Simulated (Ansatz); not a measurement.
The first iterations of a band of GaH₃O (5 atoms, charge 0, multiplicity 1).

Method: RKS PBE0-D4/def2-SVP (Ansatz 0.2.0).

```json
{
  "movable images": "7",
  "climbing image": "yes",
  "spring": "5.0 eV/Å²",
  "optimiser": "quadratic models (default)",
  "start path": "through a guess of the saddle point",
  "force threshold": "0.03 eV/Å",
  "iteration limit": "60",
  "end points": "relaxed"
}
```

Initial state:

```xyz
5
Properties=species:S:1:pos:R:3
Ga 0.256 -0.077 0.319
H 0.230 -0.035 1.886
O 1.814 -0.422 -0.482
H 2.560 -0.565 0.110
H -0.925 0.147 -0.674
```

Final state:

```xyz
5
Properties=species:S:1:pos:R:3
Ga -0.811 0.318 0.267
H 1.767 -0.380 1.524
O 1.442 -0.098 0.662
H 1.872 -0.650 -0.001
H -0.336 -0.142 -1.293
```

| iteration | highest image above the first end (eV) | largest band force component (eV/Å) |
| --- | --- | --- |
| 1 | 3.587 | 14.362 |
| 2 | 2.901 | 3.359 |
| 3 | 2.650 | 1.574 |
| 4 | 2.571 | 0.777 |
| 5 | 2.605 | 0.259 |

Q: Does the band converge within its limit, and where does its top end?

A: The run converged. It ended after 17 iterations with the highest image 2.574 eV above the first end. Neighbouring images differ by up to 1.3 eV, so the band resolves the path poorly. A vibrational analysis at the climbing image gives one clearly imaginary mode, 1429i cm⁻¹: a first-order saddle point. The orbitals stay closed-shell, which can raise the energy where a bond breaks towards radicals; this wasn't checked here.

The run took 2.9 min on 1 thread of Arm Neoverse V1, on a shared host, peak memory 0.11 GiB.
